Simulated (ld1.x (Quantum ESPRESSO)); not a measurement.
## What one change does to a pseudopotential (Pd, RRKJ)

```
Element                 : palladium (Pd)
Generator               : ld1.x (Quantum ESPRESSO) 7.5
Type                    : norm-conserving RRKJ (Kleinman–Bylander form)
Functional              : PBEsol
Relativity              : scalar-relativistic
Frozen core             : [Kr]
Valence charge          : 10
Reference configuration : 4d8 5s0 5p0 (charge +2)
Partial waves           : 5s (bound, empty): rc 2.05 bohr; 5p (bound, empty): rc 2.20 bohr; 4d (bound): rc 1.90 bohr
Local potential         : all-electron potential smoothed inside 1.45 bohr (lloc = -2)
Core correction         : Bessel-smoothed model core, default radius (core density twice the valence density)
```

Change: functional LDA (PZ).

Cutoffs: the cutoffs (Ry, on a coarse ladder) from which the occupation-weighted sum of valence levels, in a spherical-Bessel basis at the reference potential, stays within 10 and 1 mRy of its value at 400 Ry; they do not see the model core or the augmentation charge, which bear on the density cutoff. Errors are all-electron minus pseudo energies relative to the spin-unpolarised reference configuration.

Problem. How do hardness, ghosts and transferability respond?

Solution. The potential gets neither clearly harder nor softer (45 Ry and 50 Ry → 45 Ry and 50 Ry); both files keep a bound ghost (s); the number of tests that count goes from 7 to 9; of the 7 tests that both files solve, the error grows in 0 and shrinks in 2 by more than 15 % and 0.3 meV (median size 59.1 → 55.9 meV).

| quantity | base | changed |
| --- | --- | --- |
| cutoff, loose | 45 Ry | 45 Ry |
| cutoff, tight | 50 Ry | 50 Ry |
| bound ghosts | s | s |
| error for 4d10 5s0 5p0, meV [ΔE -29.94 → -30.47 eV] | -148 | -142 |
| error for 4d9 5s0 5p0, meV [ΔE -20.82 → -21.08 eV] | -59 | -56 |
| error for 4d7 5s0 5p0, meV [ΔE 34.35 → 34.60 eV] | -113 | -107 |
| error for 4d9 5s0 5p1, meV [ΔE -24.63 → -25.15 eV] | -8.9 | -3.6 |
| error for 4d8 5s1 5p0, meV [ΔE -16.27 → -16.67 eV] | -11 | -8.4 |
| error for 4d6 5s0 5p0, meV [ΔE 83.67 → 84.15 eV] | -534 | -507 |
| error for 4d9 5s1 5p0, meV [ΔE -28.43 → -29.03 eV] | -43 | -41 |
| s: phases at 2.40 bohr within 0.05 rad from the reference energy up to (Ry; the scan ends near 5) | 3.0 | 3.0 |
| p: phases at 2.40 bohr within 0.05 rad from the reference energy up to (Ry; the scan ends near 5) | -0.7 | -0.7 |
| d: phases at 2.40 bohr within 0.05 rad from the reference energy up to (Ry; the scan ends near 5) | 0.8 | 0.7 |

Base: These tests converged, but a pseudo level misses the all-electron one widely, so the file describes the atom poorly there or has found another state: 4d7 5s0 5p0: empty 5s by 3.6 eV (a node warning on the way); 4d6 5s0 5p0: empty 5p by 3.4 eV (a node warning on the way). Changed file: These tests converged, but a pseudo level misses the all-electron one widely, so the file describes the atom poorly there or has found another state: 4d7 5s0 5p0: empty 5s by 3.4 eV (a node warning on the way); 4d6 5s0 5p0: empty 5s by 9.3 eV (a node warning on the way). A true bound ghost makes a file unfit for plane-wave use even where its test errors are small: the radial tests pick states by their node count and pass the ghost by.
